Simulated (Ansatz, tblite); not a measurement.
Cost and result up the ladder for SnF₂ (3 atoms). The state is a singlet with charge 0. Geometry: PBE0-D4/def2-TZVP.

```
atom    x (Å)    y (Å)    z (Å)
 Sn1  -0.1214   0.8388   0.1653
  F2   0.0264  -0.1470  -1.4897
  F3   0.0950  -0.6918   1.3243
```

Ansatz on 4 threads of AMD EPYC 7R43 on a shared host; xTB runs through tblite on one thread. Times are rough, summed over both states, and most runs start from the orbitals of an earlier one. CCSD(T)/def2-TZVPP serves as the yardstick here, not as an exact answer. The other state is a doublet.

In the def2 sets Sn takes a core potential; there is no spin–orbit coupling. The xTB rows come from tblite. Correlated methods freeze 6 core orbitals; core or outer-core shells of Sn are correlated, in sets that lack core-valence functions.

Raw xTB energies of ions are shifted by several eV.

```json
{"level": "GFN1-xTB", "functions": "17", "wall time": "0.006 s", "vertical IE (eV)": "17.07", "difference from CCSD(T)/def2-TZVPP (eV)": "5.78"}
{"level": "GFN2-xTB", "functions": "17", "wall time": "0.006 s", "vertical IE (eV)": "16.79", "difference from CCSD(T)/def2-TZVPP (eV)": "5.51"}
{"level": "PBE-D4/def2-TZVP", "functions": "112", "wall time": "1.7 s", "vertical IE (eV)": "10.97", "difference from CCSD(T)/def2-TZVPP (eV)": "-0.32"}
{"level": "PBE0-D4/def2-TZVP", "functions": "112", "wall time": "2.3 s", "vertical IE (eV)": "11.17", "difference from CCSD(T)/def2-TZVPP (eV)": "-0.11"}
{"level": "r2SCAN-D4/def2-TZVP", "functions": "112", "wall time": "3.2 s", "vertical IE (eV)": "11.09", "difference from CCSD(T)/def2-TZVPP (eV)": "-0.19"}
{"level": "CCSD(T)/def2-TZVPP", "functions": "112", "wall time": "18 s", "vertical IE (eV)": "11.28", "difference from CCSD(T)/def2-TZVPP (eV)": "0.00"}
```
